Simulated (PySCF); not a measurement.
## Correlation energy of B⁺ (boron, charge +1)

[He] 2s1 2p1, high-spin 3P determinant (an excited configuration). Calculation: PySCF 2.14, in x2c-TZVPPall (5s3p2d1f, 31 functions); the spin-free X2C one-electron Hamiltonian (Gaussian nucleus). Frozen: nothing; 4 electrons correlated.

```
  level  correlation energy (mhartree)
   CCSD                         -20.82
    (T)                          -0.02
CCSD(T)                         -20.84
  CCSDT                         -20.85
```

Diagnostics: T1 = 0.0014, D1 = 0.0036, largest double amplitude 0.032.

Q: Is a single reference adequate?

A: Yes: T1 lies below 0.03 and no double amplitude reaches 0.07.

The basis was made for the ground configuration and has no added diffuse functions, which can raise the energy of the promoted electron.

This basis was not built for core-valence correlation, so the inner-shell part is incomplete.
